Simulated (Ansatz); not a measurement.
Molecule: I2, net charge -1, doublet state. 
Coordinates optimised at B3LYP-D3(BJ)/def2-TZVP (Ansatz, an electronic-structure program):
```
I
I 1 3.3304
```
Charge -1, spin multiplicity 2.

Parts of the frozen-core correlation energy in def2-QZVPP (Ansatz, hartree). Frozen orbitals: 18; correlated occupied orbitals by spin: 8 and 7; virtual: 138 and 139. Open shells are spin-unrestricted. Spin-orbit coupling is left out. Past Kr the def2 sets carry scalar-relativistic core potentials.

| term | value |
|---|---|
| reference (HF) | -593.42596 |
| MP2 opposite-spin | -0.24269 |
| MP2 same-spin | [?] |
| CCSD correlation | [?] |
| (T) | [?] |
| T1 diagnostic | 0.009 |
| largest doubles amplitude | 0.053 |
| <S^2> of the reference | 0.773 |

**Question.** Fill in the missing entries.

**Answer.** 
- MP2 same-spin, value: -0.07442
- CCSD correlation, value: -0.34547
- (T), value: -0.01653
